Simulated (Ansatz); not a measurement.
`NC1(F)N[SiH2]1` + H₂ → `NC1N[SiH2]1` + H–F at 700 K and 1 bar (hydrogenolysis of a C–F bond).

Computed with Ansatz on PBE0-D4/def2-TZVP structures; ΔE is electronic, products minus reactants. CBS: MP2 limit from def2 TZ/QZ plus the TZ coupled-cluster correction, frozen cores. This one scheme is used for every species. One conformer a species, not always the lowest.

| species | CCSD(T)/CBS energy (Eh) | H − E (kJ/mol) | S (J/(mol·K)) |
| --- | --- | --- | --- |
| `NC1(F)N[SiH2]1` | -539.29380 | 252.3 | 427.8 |
| H₂ | -1.17544 | 46.8 | 155.3 |
| `NC1N[SiH2]1` | -440.09932 | 266.9 | 400.5 |
| H–F | -100.39570 | 45.2 | 198.5 |

H − E and S are ideal-gas, rigid-rotor, harmonic terms from PBE0-D4/def2-TZVP, for one conformer and one mirror image of each species. For small species the MP2-based limit differs from directly extrapolated CCSD(T) by up to some mEh (0.8 for H₂); such offsets cancel only in part. 1 Eh = 2625.50 kJ/mol, R = 8.31446 J/(mol·K).

By hand: ΔE, ΔH, ΔS and ΔG.

ΔE = (-440.09932) + (-100.39570) − (-539.29380) − (-1.17544) = -0.02578 Eh = -67.7 kJ/mol. Δ(H − E) = 266.9 + 45.2 − 252.3 − 46.8 = 13.0, so ΔH = -54.7 kJ/mol. ΔS = 400.5 + 198.5 − 427.8 − 155.3 = 15.9 J/(mol·K). ΔG = -54.7 − 700 × (15.9)/1000 = -65.8 kJ/mol.

By hand: the equilibrium constant, and the temperature at which ΔG would vanish if ΔH and ΔS stayed fixed.

log₁₀ K = −ΔG/(RT ln 10) = 4.9. ΔH and −TΔS have one sign here, so there is no such temperature.

ΔH outweighs TΔS. A doubt of 5 kJ/mol in ΔE shifts log₁₀ K by 0.4 here. Other conformers and mirror images would add mixing entropy, several J/(mol·K) or more a flexible species. These are equilibria of isolated gas molecules and say nothing of rates. Largest T1 diagnostic: 0.013 (customary marks: 0.02 for closed shells, 0.045 for open ones).
